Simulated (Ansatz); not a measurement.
Consider the ligand exchange at the Si–Se bond: `O[SiH2][SeH]` + arsine → `O[SiH2][AsH2]` + H₂Se.

Isolated molecules relaxed with PBE0-D4/def2-TZVP in Ansatz; ΔE leaves out vibrations. CCSD(T)/CBS adds triple-zeta CCSD(T) − MP2 to the extrapolated MP2 energy (def2 sets, frozen cores). DFT in def2-TZVPP. B3LYP here is the variant with VWN-RPA as its local correlation; programs differ in this. HSE06 is defined as in plane-wave codes. For As, Se outer-core shells are correlated without core-valence functions, which leaves a few kJ/mol of doubt a bond. Scalar relativity is left out up to krypton. Each species was taken in one conformer, which may not be the lowest.

`O[SiH2][SeH]`:

```xyz
7

O    -0.342   -1.541   -0.411
Si   -0.400   -0.112    0.394
Se    1.591    1.003    0.407
H     0.085   -1.553   -1.269
H    -1.401    0.813   -0.192
H    -0.728   -0.463    1.791
H     1.195    1.853   -0.722
```

`[AsH3]`:

```xyz
4

As    0.228   -0.565   -0.181
H     1.009    0.737   -0.285
H    -1.020    0.075   -0.772
H    -0.217   -0.247    1.239
```

`O[SiH2][AsH2]`:

Z-matrix (Å, degrees):
```
Si
As 1 2.354
O 1 1.651 2 105.3
H 1 1.491 2 108.2 3 119.5
H 1 1.490 2 113.5 3 -121.1
H 2 1.525 1 90.2 3 176.4
H 2 1.522 1 92.4 3 84.3
H 3 0.958 1 117.7 2 -173.7
```

H₂Se:

Cartesian coordinates in Å:
```
Se 0.288 -0.616 0.081
H -1.095 -0.129 0.015
H 0.807 0.745 -0.096
```

```tsv
level	ΔE (eV)
r2SCAN-D4	0.45
PBE	0.42
B3LYP	0.44
r2SCAN0	0.45
HSE06	0.43
BHLYP	0.45
CAM-B3LYP	0.44
CCSD/def2-SVP	0.43
```

(1) What does CCSD(T)/CBS give? (An estimate is asked.)

(2) What do rigid-rotor, harmonic-oscillator terms from PBE0-D4/def2-TZVP frequencies (298.15 K, 1 bar) make of the CCSD(T)/CBS value? (Best estimate.)

Largest T1 diagnostic among the species: 0.011.

## Answers

(1) The calculation gave: +0.44 eV. The listed levels differ from it by 0.01, -0.02, 0.00, 0.01, -0.01, 0.01, 0.00, -0.01 eV.

(2) Ansatz gave: ΔZPE = -0.03 eV, ΔH = +0.43 eV, ΔS = 4 J/(mol·K), ΔG = +0.41 eV.

Leaving LDA and LC-ωPBE aside and taking each functional with its dispersion term where it has one, the values, not all of them listed here, spread over 0.04 eV, from revPBE-D4 to r2SCAN0-D4.
